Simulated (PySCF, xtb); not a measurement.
Si(F)2(NHMe)(OH) (CH5F2NOSi), SMILES CN[Si](O)(F)F. The values are those of a single conformer.

Harmonic wavenumbers (cm⁻¹) from xtb 6.7.1 with GFN2-xTB at its own minimum, in rising order: 69, 129, 151, 172, 222, 234, 277, 285, 376, 507, 734, 791, 877, 914, 991, 1073, 1113, 1175, 1376, 1423, 1485, 1498, 2938, 2978, 3041, 3464, 3684.

What does PBE-D3(BJ)/def2-SVP (PySCF 2.14.0) give at its own minimum? (The exact figures need the calculation; the answer reports its results.)

70, 138, 160, 216, 268, 321, 336, 345, 414, 459, 704, 797, 878, 946, 960, 1062, 1106, 1140, 1355, 1399, 1420, 1450, 2932, 2999, 3054, 3527, 3775. Paired by order, the mean absolute difference is 33 cm⁻¹ and the zero-point energies are 45.7 and 46.1 kcal/mol.
